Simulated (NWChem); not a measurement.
C3H5BN2; SMILES N1B(C=NC=1)C

Question: Give the equilibrium geometry at PBE0/def2-SVP (NWChem) as an XYZ file, with the point group.

Answer: point group C1; any orientation.
```
11

C      0.0790    -2.2466    -0.0399
B     -0.0038    -0.7027    -0.0436
C      1.1780     0.4198     0.0696
N      0.6338     1.5791     0.0585
C     -0.8016     1.3103    -0.0404
N     -1.2320     0.1116    -0.0955
H      0.0728    -2.5408     1.0303
H     -0.7964    -2.7271    -0.4993
H      1.0123    -2.6502    -0.4596
H      2.2714     0.3406     0.1398
H     -1.4501     2.1992    -0.0599
```
